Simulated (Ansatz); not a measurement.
```yaml
crystal:
  periodic: [false, false, false]
  atoms:
    - {symbol: C, position_ang: [-1.031290, 0.153011, 1.397068]}
    - {symbol: C, position_ang: [0.243661, 0.322287, 0.574491]}
    - {symbol: C, position_ang: [1.270359, -0.745647, 0.942730]}
    - {symbol: Zn, position_ang: [-0.121199, 0.363660, -1.343586]}
    - {symbol: N, position_ang: [-0.487529, 0.267992, -3.127802]}
    - {symbol: H, position_ang: [-0.807541, 0.165175, 2.472293]}
    - {symbol: H, position_ang: [-1.760186, 0.946123, 1.209049]}
    - {symbol: H, position_ang: [-1.525934, -0.800944, 1.189048]}
    - {symbol: H, position_ang: [0.673384, 1.302020, 0.817620]}
    - {symbol: H, position_ang: [0.912046, -1.752430, 0.706536]}
    - {symbol: H, position_ang: [2.222607, -0.608856, 0.423012]}
    - {symbol: H, position_ang: [1.482599, -0.729579, 2.020276]}
    - {symbol: H, position_ang: [0.255400, 0.416203, -3.795110]}
    - {symbol: H, position_ang: [-1.326376, 0.701005, -3.485624]}
basis:
  gaussian: {orbitals: def2-TZVP, fitting: {mean_field: cc-pVTZ-jkfit}}
hamiltonian: {xc: {name: BLYP}}
output: {forces: true}
```

```sh
$ ansatz run in.yaml --threads 4 --pin off --events-out ev --progress --plain --max-ram 11315MiB
```

(1) How does Ansatz answer? (Estimate.)

Answers

(1) The calculation gave: The program refused the input.
```
Functional definition: BLYP
Error: <dir> the basis set cc-pVTZ-JKFIT has no functions for Zn
```
